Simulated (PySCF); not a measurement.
Match the calculated data to a structure.

All candidates are C6H12BNO.

| technique | computed result |
| --- | --- |
| XPS | B1s 196.0, C1s 289.6, C1s 289.7, C1s 290.3, C1s 290.7, C1s 291.3, C1s 292.2, N1s 404.7, O1s 538.0 eV [ΔSCF SCAN, pcX-2 on the ionised atom, pcseg-1 elsewhere, spin-free X2C] |
| NMR, other nuclei | isotropic shieldings of nuclei other than C and H, by class: 68 (1 B), 186 (1 N), 201 (1 O) ppm [GIAO PBE/pcSseg-1] |
| UV, first state | lowest singlet excitation: 6.55 eV (189 nm, f = 0.000) [TDDFT wB97X-D/def2-SVPD] |
| Valence photoelectron | vertical ionisation energy: 8.98 eV [ΔSCF wB97X-D/def2-SVPD] |
| 13C NMR | chemical shifts (computed TMS as zero) by class: 83.0 (1 C), 76.0 (1 C), 63.3 (1 C), 18.2 (1 C), 9.3 (1 C), 5.1 (1 C) ppm [GIAO PBE/pcSseg-1] |
| Triplet | lowest triplet excitation (Tamm–Dancoff): 5.49 eV [TDA wB97X-D/def2-SVPD] |
| UV, strongest line | among the 10 lowest singlet transitions: S6 at 7.21 eV (172 nm, f = 0.033) [TDDFT wB97X-D/def2-SVPD] |
| Rotational structure | rotational constants A, B, C: 4.757, 0.594, 0.558 GHz [PBE0-D3(BJ)/def2-SVP] |
| 1H NMR | chemical shifts (computed TMS as zero) by class: 3.91 (2 H), 3.09 (2 H), 1.86 (3 H), 1.64 (2 H), 1.14 (3 H) ppm [GIAO PBE/pcSseg-1] |
| Dipole | 2.20 D [wB97X-D/def2-SVPD] |

Electronic properties: PySCF, gas phase, density fitting. Levels stand in brackets. The structure is a single PBE0-D3(BJ)/def2-SVP conformer in the gas phase; no vibrational or solvent corrections. Each NMR value is the plain mean over a class of atoms that symmetry, rotation or inversion makes alike.

Question: Which candidate is it?
A. `[BH3-][O+]1C[C@@H](C)C[C@@H]1C#N`
B. `CC#CCB(N)OCC`
C. `[BH3-][O+]1C[C@@H](C)C[C@H]1C#N`

Answer: B. It is `CC#CCB(N)OCC`. Numbering: `[CH3:1][C:2]#[C:3][CH2:4][B:5]([NH2:6])[O:7][CH2:8][CH3:9]`. 6 carbons fall into 6 classes; from least to most shielded: alkyne carbon [C3] (83.0 ppm), alkyne carbon [C2] (76.0 ppm), sp3 carbon bound to oxygen [C8] (63.3 ppm), methyl carbon [C9] (18.2 ppm), sp3 carbon bound to boron [C4] (9.3 ppm), propargylic carbon [C1] (5.1 ppm). Hydrogen classes from least to most shielded: 2 H on an sp3 carbon bound to oxygen, C8 (3.91 ppm), 2 H on a boron-bound nitrogen, N6 (3.09 ppm, a mean of values up to 1.1 ppm apart in this geometry), 3 H on a propargylic carbon, C1 (1.86 ppm), 2 H on an sp3 carbon bound to boron, C4 (1.64 ppm), 3 H on a methyl carbon, C9 (1.14 ppm, a mean of values up to 0.6 ppm apart in this geometry). The other shieldings belong to: 68 ppm, three-coordinate boron [B5]; 186 ppm, boron-bound nitrogen [N6]; 201 ppm, boron-bound oxygen [O7]. The core levels belong to: B1s 196.0 eV, three-coordinate boron [B5]; C1s 289.6 eV, alkyne carbon [C2]; C1s 289.7 eV, alkyne carbon [C3]; C1s 290.3 eV, sp3 carbon bound to boron [C4]; C1s 290.7 eV, methyl carbon [C9]; C1s 291.3 eV, propargylic carbon [C1]; C1s 292.2 eV, sp3 carbon bound to oxygen [C8]; N1s 404.7 eV, boron-bound nitrogen [N6]; O1s 538.0 eV, boron-bound oxygen [O7]. The hole state at 289.6 eV has ⟨S²⟩ = 0.83 against 0.75, so that value is less sure. The hole state at 289.7 eV has ⟨S²⟩ = 0.85 against 0.75, so that value is less sure. The first electron is taken from the HOMO, whose largest Löwdin shares are 0.35 on an alkyne carbon, 0.32 on an alkyne carbon, 0.10 on the sp3 carbon bound to boron and 0.07 on the propargylic carbon. The optimised geometry has point group C1 and is an asymmetric top.

The others, at the same levels:
- `[BH3-][O+]1C[C@@H](C)C[C@H]1C#N` fails: its computed 13C shifts are 120.0 (1 C), 88.8 (1 C), 77.0 (1 C), 42.0 (1 C), 40.1 (1 C), 20.3 (1 C) ppm, core binding energies are B1s 194.6, C1s 291.4, C1s 291.9, C1s 292.0, C1s 292.7, C1s 293.1, C1s 294.2, N1s 405.6, O1s 540.5 eV and 1H shifts are 4.44 (1 H), 4.02 (1 H), 3.81 (1 H), 3.31 (3 H), 2.40 (1 H), 2.32 (1 H), 1.87 (1 H), 1.39 (3 H) ppm.
- `[BH3-][O+]1C[C@@H](C)C[C@@H]1C#N` fails: its computed 13C shifts are 118.6 (1 C), 87.6 (1 C), 79.1 (1 C), 43.0 (1 C), 39.1 (1 C), 15.4 (1 C) ppm, core binding energies are B1s 194.6, C1s 291.6, C1s 291.9, C1s 292.0, C1s 292.7, C1s 293.1, C1s 294.2, N1s 405.6, O1s 540.5 eV and 1H shifts are 4.55 (1 H), 4.29 (1 H), 3.31 (3 H), 3.24 (1 H), 2.61 (1 H), 1.95 (1 H), 1.84 (1 H), 1.08 (3 H) ppm.

Each candidate is one conformer, not necessarily the lowest. Dipoles, sizes and rotational constants follow the conformer. The torsions of the flexible species, by atom-mapped SMILES:
- `[CH3:1][C:2]#[C:3][CH2:4][B:5]([NH2:6])[O:7][CH2:8][CH3:9]`: C3–C4–B5–N6 0°, C4–B5–O7–C8 -178°, B5–O7–C8–C9 82°, H–N6–B5–C4 -179°, H–N6–B5–C4 -2°

The conformers of `[BH3-][O+]1C[C@@H](C)C[C@H]1C#N` and `[BH3-][O+]1C[C@@H](C)C[C@@H]1C#N` aren't listed.
